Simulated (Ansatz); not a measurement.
Basis sets compared for `Brc1cccc2cc3ccccc3cc12`. Charge 0, multiplicity 1. Geometry PBE0-D4/def2-SVP. Ansatz on 4 threads of Arm Neoverse V1 on a shared host; times are rough, and most runs start from earlier orbitals.

```xyz
24

Br    3.013    0.958    2.680
C     2.626    0.043    1.073
C     3.648   -0.605    0.432
C     3.400   -1.306   -0.778
C     2.144   -1.341   -1.315
C     1.057   -0.677   -0.674
C    -0.233   -0.705   -1.212
C    -1.307   -0.059   -0.594
C    -2.626   -0.083   -1.137
C    -3.655    0.562   -0.504
C    -3.425    1.269    0.710
C    -2.173    1.314    1.260
C    -1.074    0.655    0.632
C     0.214    0.687    1.175
C     1.288    0.041    0.558
H     4.653   -0.582    0.855
H     4.230   -1.816   -1.273
H     1.950   -1.879   -2.246
H    -0.403   -1.250   -2.145
H    -2.800   -0.626   -2.069
H    -4.661    0.536   -0.929
H    -4.258    1.777    1.201
H    -1.994    1.856    2.192
H     0.384    1.231    2.106
```

Binding counts from free atoms (Br doublet, C triplet, H doublet) in the same basis, without a counterpoise term.

| level | functions | energy (Eh) | HOMO (eV) | LUMO (eV) | binding per atom (eV) | wall time |
| --- | --- | --- | --- | --- | --- | --- |
| PBE-D4/def2-SVP | 273 | -3111.3566 | -5.03 | -2.71 | 5.61 | 6.5 s |
| PBE0-D4/def2-SVP | 273 | -3111.4914 | -5.86 | -2.05 | 5.49 | 15 s |

Question: Estimate the rows for PBE-D4/def2-TZVP (with forces), PBE0-D4/def2-TZVP (with forces).

Answer: 
```tsv
level	functions	energy (Eh)	HOMO (eV)	LUMO (eV)	binding per atom (eV)	wall time
PBE-D4/def2-TZVP (with forces)	536	-3112.2297	-5.10	-2.81	5.52	20 s
PBE0-D4/def2-TZVP (with forces)	536	-3112.3598	-5.88	-2.10	5.40	54 s
```
